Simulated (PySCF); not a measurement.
Job file and geometry (Å, from GFN2-xTB) of an NMR shielding run on SMILES CC(C)P1C[C@H]1C, C$_{6}$H$_{13}$P, GIAO PBE0/pcSseg-1 NMR shielding, non-relativistic, gas phase in PySCF 2.14.0, density-fitted response routines; density fitting, a coarse starting grid and PySCF grid level 2 are the driver's defaults:

```
$ OMP_NUM_THREADS=1 python probes_run.py task.json out

{"job": {"kind": "nmr", "xc": "PBE0", "basis": "pcSseg-1"}, "charge": 0, "multiplicity": 1}
C     -1.788837    -0.374661     1.350859
C     -1.266578    -0.008242    -0.034602
C     -2.277645     0.844534    -0.794900
P      0.350172     0.950205     0.137731
C      1.261660     0.257035    -1.309813
C      1.544129    -0.459386    -0.016138
C      2.917893    -0.328433     0.592717
H     -1.980688     0.525417     1.932123
H     -1.061417    -0.980119     1.889470
H     -2.717445    -0.938035     1.272553
H     -1.072402    -0.926265    -0.602880
H     -3.206408     0.295214    -0.942537
H     -1.883836     1.128298    -1.769828
H     -2.500867     1.753617    -0.239132
H      0.697393    -0.259178    -2.075915
H      2.058731     0.872716    -1.706443
H      1.119023    -1.454619     0.081541
H      2.911046    -0.634105     1.637340
H      3.260669     0.703060     0.538412
H      3.630261    -0.956374     0.056407
```

**Question.** Write the output of this run.

**Answer.** 
```
coarse grid: 16200 points
cycle   1  E = -577.2352593227  dE =  6.170e-01  |g| = 4.424e-01  |ddm| = 3.890e+00
cycle   2  E = -577.2211500155  dE =  1.411e-02  |g| = 5.062e-01  |ddm| = 8.244e-01
cycle   3  E = -577.2880879706  dE = -6.694e-02  |g| = 5.537e-02  |ddm| = 4.933e-01
cycle   4  E = -577.2887290275  dE = -6.411e-04  |g| = 3.018e-02  |ddm| = 1.195e-01
cycle   5  E = -577.2889621426  dE = -2.331e-04  |g| = 5.606e-03  |ddm| = 3.573e-02
cycle   6  E = -577.2889686280  dE = -6.485e-06  |g| = 2.741e-03  |ddm| = 8.683e-03
final grid: 149016 points
cycle   7  E = -577.3332411663  dE = -4.957e-05  |g| = 1.127e-02  |ddm| = 3.668e-02
cycle   8  E = -577.3332196132  dE =  2.155e-05  |g| = 1.451e-02  |ddm| = 2.383e-02
cycle   9  E = -577.3332742594  dE = -5.465e-05  |g| = 8.974e-04  |ddm| = 1.468e-02
cycle  10  E = -577.3332744556  dE = -1.963e-07  |g| = 2.230e-04  |ddm| = 1.289e-03
cycle  11  E = -577.3332744672  dE = -1.157e-08  |g| = 4.002e-05  |ddm| = 2.075e-04
cycle  12  E = -577.3332744676  dE = -3.703e-10  |g| = 1.621e-05  |ddm| = 8.500e-05
converged SCF energy = -577.3332744676

GIAO shielding tensors (ppm)
atom      isotropic    diamagn.    paramagn.     s11        s22        s33       span
  0 C      163.126     247.833     -84.707    146.747    156.158    186.474     39.727
  1 C      145.415     252.564    -107.149    118.758    147.550    169.938     51.180
  2 C      163.515     247.211     -83.696    147.712    155.950    186.882     39.171
  3 P      536.537     969.008    -432.470    287.014    384.795    937.803    650.789
  4 C      168.143     257.906     -89.764    144.052    157.868    202.509     58.457
  5 C      165.926     257.750     -91.823    127.706    163.681    206.391     78.685
  6 C      165.207     243.821     -78.614    152.060    154.741    188.821     36.761
  7 H       30.720      30.949      -0.230     27.354     28.610     36.195      8.841
  8 H       30.379      31.631      -1.252     24.743     30.280     36.114     11.372
  9 H       30.573      30.093       0.480     25.924     27.430     38.365     12.441
 10 H       31.589      35.851      -4.262     27.900     31.841     35.026      7.126
 11 H       30.593      29.516       1.077     25.940     27.437     38.400     12.460
 12 H       30.435      30.589      -0.154     24.845     29.994     36.465     11.620
 13 H       30.773      30.386       0.387     27.293     28.656     36.369      9.076
 14 H       30.737      33.954      -3.217     25.017     28.105     39.088     14.071
 15 H       31.271      33.088      -1.816     25.643     27.025     41.146     15.503
 16 H       30.623      35.317      -4.695     23.901     30.030     37.937     14.036
 17 H       29.896      28.860       1.035     24.646     27.617     37.424     12.777
 18 H       31.482      29.653       1.828     26.412     29.434     38.599     12.187
 19 H       30.047      27.572       2.474     24.606     27.213     38.321     13.715
```

Size and cost of the density-fitted run: 191 basis functions, 38 s wall time on 1 thread of an Arm Neoverse V1, shared host; peak memory 0.85 GiB.
